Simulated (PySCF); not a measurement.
Mo(O)2(Cl)(OSiH3) (ClH₃MoO₃Si), SMILES [O]=[Mo](=[O])([Cl])[O][SiH3], multiplicity 1.

The structure is a stationary point at PBE0-D3(BJ)/def2-SVP. The multiplicity is an assumed one; other spin states were not compared. The def2 effective core potentials stand for the cores of Mo; spin–orbit coupling is left out. The values are those of a single conformer.

All values below come from r2SCAN/def2-TZVP in PySCF.

Symmetry labels are those of the subgroup Cs that the program uses (full group Cs).

Computed valence orbital energies around the gap with their symmetry:
```csv
orbital,symmetry,energy (eV)
HOMO−7,A",-10.05
HOMO−6,A',-9.89
HOMO−5,A',-9.35
HOMO−4,A',-8.79
HOMO−3,A",-8.75
HOMO−2,A',-8.62
HOMO−1,A",-8.54
HOMO,A",-8.25
LUMO,A',-3.63
LUMO+1,A",-3.24
LUMO+2,A',-2.67
LUMO+3,A',-1.45
```
